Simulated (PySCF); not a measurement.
Coordinates in bohr (charge 1 multiplicity 1):
```
Zr    0.0000    0.0000    0.0000
I     4.9633    0.0000    0.0000
I    -2.4817    4.2984    0.0000
I    -2.4817   -4.2984    0.0000
```

All numbers come from PySCF, PBE0, basis Zr def2-SVP with ECP28, I def2-SVP with ECP28 (scalar-relativistic core potentials, no spin–orbit coupling, density fitting).

This geometry of ZrI₃⁺ is a stationary point at this level.

What is the point group?

D3h.

Is it a minimum?

No: it has 1 imaginary mode, at 46i cm⁻¹ (a2'').

What are the dipole moment and the gap between the highest occupied and lowest empty levels?

0.00 D about the centre of mass and 3.67 eV.

Give the atomic charges and bond orders.


```
  atom  Mulliken  Löwdin  polar tensor  Mayer order to Zr1
   Zr1      0.66   -0.40          1.87                   –
I2,3,4      0.11    0.47         -0.29                1.64
```

Stability towards spin polarisation was not tested. This need not be the most stable arrangement of these atoms. At this level a singlet minimum of C3v symmetry lies 13 kJ/mol below this structure.
